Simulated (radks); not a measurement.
Polarisability of the argon ion Ar2+, [Ne] 3s2 3p4, at imaginary frequency. Method: scalar-relativistic Kohn-Sham, LDA (Slater exchange, VWN5 correlation), spin-polarised, spherical densities, finite nucleus; open shells are filled with parallel spins first; Fermi nuclear charge, rms radius 3.4274 fm; computed with a radial shooting solver on a logarithmic mesh with Libxc functionals. Response by self-consistent Sternheimer equations with the Hartree and adiabatic LDA kernel, the relativistic mass of each level held fixed and spin-orbit coupling left out.

| w (hartree) | alpha1(iw) (bohr^3) |
|---|---|
| 0.00266 | 4.821 |
| 0.0143 | 4.820 |
| 0.0360 | 4.814 |
| 0.0697 | 4.794 |
| 0.118 | 4.744 |
| 0.186 | 4.635 |
| 0.280 | 4.419 |
| 0.413 | 4.033 |
| 0.605 | 3.414 |
| 0.892 | 2.572 |
| 1.35 | 1.654 |
| 2.12 | 0.8846 |
| 3.59 | 0.3893 |
| 6.94 | 0.1377 |
| 17.5 | 0.03235 |

Static values: alpha1 = 4.821 bohr^3 (0.7144 angstrom^3; uncoupled 7.791). C6 = 16.90, triple-dipole C9 = 59.95 atomic units. One-pole (London) frequency 4 C6 / (3 alpha1^2) = 0.969 hartree, against 1.258 for minus the highest occupied eigenvalue.
